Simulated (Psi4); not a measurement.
Psi4 input (wB97X-D/6-311+G**):

```
memory 1500 MB

molecule {
0 2
C     1.88030700   -0.04919000   -0.13369900
C     0.59887100   -0.40035600   -0.26352100
B    -0.55859400    0.45276800    0.29136400
O    -1.85231100    0.10360900    0.16338400
H     2.15976100    0.86592000    0.37620400
H     2.69136400   -0.65284500   -0.52588000
H     0.36378500   -1.32997800   -0.78424700
H    -2.47851800    0.72146200    0.55335200
symmetry c1
no_reorient
no_com
}

set {
  basis 6-311+G**
  reference uks
  scf_type df
  df_basis_scf def2-universal-jkfit
  dft_radial_points 99
  dft_spherical_points 590
  e_convergence 1e-8
  d_convergence 1e-7
  maxiter 150
}

e = energy('wb97x-d')
print_out(f'\nFINAL {e:.10f} DIPOLE {variable("CURRENT DIPOLE")[0]:.6f} {variable("CURRENT DIPOLE")[1]:.6f} {variable("CURRENT DIPOLE")[2]:.6f}\n')
```

From the output:

```
      60A      1.115267    61A      1.143780    62A      1.157178
      63A      1.205141    64A      1.268401    65A      1.318402
      66A      1.390306    67A      1.482161    68A      1.518446
      69A      1.529086    70A      1.562567    71A      1.588295
      72A      1.720831    73A      1.753194    74A      1.757447
      75A      1.774679    76A      1.855563    77A      1.874593
      78A      1.975164    79A      1.994841    80A      2.094526
      81A      2.120015    82A      2.178638    83A      2.220179
      84A      2.239513    85A      2.285355    86A      2.399010
      87A      2.528913    88A      2.606510    89A      2.627846
      90A      2.672030    91A      2.768761    92A      2.804825
      93A      2.826763    94A      2.844716    95A      2.996873
      96A      3.114164    97A      3.142081    98A      3.214083
      99A      3.369990   100A      3.517775   101A      3.593055
     102A      3.746046   103A      3.867281   104A      3.952834
     105A      4.176090   106A      5.045449   107A      5.307587
     108A      5.662698   109A     14.717302   110A     23.852396
     111A     24.377519   112A     49.983850

    Final Occupation by Irrep:
              A
    DOCC [    14 ]
    SOCC [     1 ]
    NA   [    15 ]
    NB   [    14 ]

  @DF-UKS Final Energy:  -178.63735852221257

   => Energetics <=

    Nuclear Repulsion Energy =             91.4064960967746742
    One-Electron Energy =                -422.2187393932190389
    Two-Electron Energy =                 169.3453392839650178
    DFT Exchange-Correlation Energy =     -17.1688546716923938
    Empirical Dispersion Energy =          -0.0015998380408163
    VV10 Nonlocal Energy =                  0.0000000000000000
    Total Energy =                       -178.6373585222125655

  UHF NO Occupations:
  HONO-2 :   13  A 1.9994760
  HONO-1 :   14  A 1.9994466
  HONO-0 :   15  A 1.0000000
  LUNO+0 :   16  A 0.0005534
  LUNO+1 :   17  A 0.0005240
  LUNO+2 :   18  A 0.0000678
  LUNO+3 :   19  A 0.0000502

Computation Completed

Properties will be evaluated at   0.000000,   0.000000,   0.000000 [a0]

Properties computed using the SCF density matrix

 Multipole Moments:

 ------------------------------------------------------------------------------------
     Multipole            Electronic (a.u.)      Nuclear  (a.u.)        Total (a.u.)
 ------------------------------------------------------------------------------------

 L = 1.  Multiply by 2.5417464519 to convert [e a0] to [Debye]
 Dipole X            :         -0.0735044            0.0000038           -0.0735006
 Dipole Y            :          0.1410425           -0.0000094            0.1410330
 Dipole Z            :          0.0851189            0.0000019            0.0851208
 Magnitude           :                                                    0.1803835

 ------------------------------------------------------------------------------------

FINAL -178.6373585222 DIPOLE -0.073501 0.141033 0.085121

*** Psi4 exiting successfully. Buy a developer a beer!
```

The geometry given is a B3LYP-D3(BJ)/def2-TZVP minimum.
